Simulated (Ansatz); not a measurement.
Geometry optimisation, Ansatz 0.2.0, UKS PBE/def2-SVP.

input.yaml

```yaml
crystal:
  periodic: [false, false, false]
  atoms:
    - { symbol: W, position_ang: [0.0, 0.0, 0.0] }
    - { symbol: H, position_ang: [0.0, 0.0, 1.97] }
    - { symbol: Cl, position_ang: [2.39, 0.0, 0.0] }
    - { symbol: F, position_ang: [0.0, 1.85, 0.0] }
    - { symbol: Cl, position_ang: [-2.39, 0.0, 0.0] }
    - { symbol: Cl, position_ang: [0.0, -2.39, 0.0] }
    - { symbol: F, position_ang: [0.0, 0.0, -1.85] }
    - { symbol: O, position_ang: [0.0, 0.0, 3.28] }
    - { symbol: H, position_ang: [-0.5144, -0.8011, 3.6171] }
magnetization:
  spin_polarized: true
  initial_magnetization: 1
basis:
  gaussian: { orbitals: def2-SVP }
hamiltonian:
  xc: pbe
relax:
  f_tol: 0.15
  max_steps: 25
  restrain:
    - { distance: [1, 7], at: 1.01, k: 30.0 }
    - { distance: [0, 1], at: 2.92, k: 30.0 }
```

Command:

```bash
$ ansatz run input.yaml --threads 4 --pin off --max-ram 5120MiB --backend cpu --events-out ev --progress --plain --runs-dir out
```

Q: Where does it end, and by what steps?

A: It converged. The restraints hold the end off the free minimum; the threshold counts their pulls, which the force column leaves out. Restrained pairs: H2–O8 (1.31 → 0.99 Å), W1–H2 (1.97 → 2.91 Å). After 19 steps the energy has fallen by 3.791 eV (the restraints' own energy left out); H2 moved furthest, 1.08 Å.

| step | energy less start (eV) | largest force component (eV/Å) | accepted |
| --- | --- | --- | --- |
| 0 | 0.0000 | 4.954 | yes |
| 1 | -1.2291 | 4.444 | yes |
| 2 | -1.6560 | 4.651 | yes |
| 3 | -2.2194 | 1.582 | yes |
| 4 | -2.5262 | 1.110 | yes |
| 5 | -2.5265 | 2.813 | no |
| 6 | -2.5875 | 1.357 | yes |
| 7 | -2.6598 | 1.447 | yes |
| 8 | -2.7435 | 1.335 | yes |
| 9 | -2.8304 | 2.076 | yes |
| 10 | -3.0498 | 1.862 | yes |
| 11 | -3.2217 | 1.999 | yes |
| 12 | -3.3905 | 1.768 | yes |
| 13 | -3.5917 | 1.486 | yes |
| 14 | -3.7127 | 1.376 | yes |
| 15 | -3.7561 | 0.886 | yes |
| 16 | -3.7743 | 0.725 | yes |
| 17 | -3.7853 | 0.518 | yes |
| 18 | -3.7832 | 0.457 | no |
| 19 | -3.7910 | 0.468 | yes |

```xyz
9
Properties=species:S:1:pos:R:3
W 0.022 -0.064 -0.011
H -0.308 0.617 2.804
Cl 2.359 0.015 -0.021
F 0.046 1.718 0.588
Cl -2.330 0.064 0.132
Cl -0.002 -2.344 0.439
F -0.039 -0.236 -1.854
O 0.069 -0.146 2.291
H -0.331 -0.966 2.648
```

Run time: 62 s on 4 threads of Intel(R) Xeon(R) 6975P-C (Granite Rapids), with other jobs on the host, peak memory 0.47 GiB.
